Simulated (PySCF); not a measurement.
## Electron correlation in P (phosphorus, neutral)

[Ne] 3s1 3p3 3d1, high-spin 6D determinant (an excited configuration). Computed with PySCF 2.14 in aug-cc-pwCVTZ, with the non-relativistic Hamiltonian (point nucleus). Frozen: 1s2; 13 electrons correlated.

| level | correlation energy (mhartree) |
| --- | --- |
| CCSD | -296.64 |
| (T) | -2.30 |
| CCSD(T) | -298.94 |

Diagnostics: T1 = 0.0031, D1 = 0.0084, largest double amplitude 0.029.

The outer electron is Rydberg-like, and this basis confines it to a smaller radius and binds it less than a complete one would.

Cost of the coupled-cluster step: about 40 core-seconds, for 13 correlated electrons.

Iterations:

```
CC2 = 0
CCSD nocc = (np.int64(9), np.int64(4)), nmo = (74, 74)
frozen orbitals [[0], [0]]
max_cycle = 100
direct = 0
conv_tol = 1e-08
conv_tol_normt = 1e-06
diis_space = 8
diis_start_cycle = 0
Init t2, MP2 energy = -0.284201014827879
Init E_corr(UCCSD) = -0.284201014843361
cycle = 1  E_corr(UCCSD) = -0.293450869075872  dE = -0.00924985423  norm(t1,t2) = 0.0322175
cycle = 2  E_corr(UCCSD) = -0.295870305777362  dE = -0.0024194367  norm(t1,t2) = 0.00952361
cycle = 3  E_corr(UCCSD) = -0.29665545637216  dE = -0.000785150595  norm(t1,t2) = 0.00321321
cycle = 4  E_corr(UCCSD) = -0.296638828090927  dE = 1.66282812e-05  norm(t1,t2) = 0.0004373
cycle = 5  E_corr(UCCSD) = -0.296634394465748  dE = 4.43362518e-06  norm(t1,t2) = 8.86107e-05
cycle = 6  E_corr(UCCSD) = -0.296636783363008  dE = -2.38889726e-06  norm(t1,t2) = 2.66118e-05
cycle = 7  E_corr(UCCSD) = -0.296636460573272  dE = 3.22789736e-07  norm(t1,t2) = 4.08904e-06
cycle = 8  E_corr(UCCSD) = -0.296636441203699  dE = 1.93695733e-08  norm(t1,t2) = 8.67107e-07
cycle = 9  E_corr(UCCSD) = -0.296636458708905  dE = -1.75052063e-08  norm(t1,t2) = 2.61364e-07
cycle = 10  E_corr(UCCSD) = -0.296636457298308  dE = 1.41059742e-09  norm(t1,t2) = 6.26208e-08
UCCSD converged
E(UCCSD) = -340.5588531032595  E_corr = -0.2966364572983081
UCCSD(T) correction = -0.00230085858601129
```
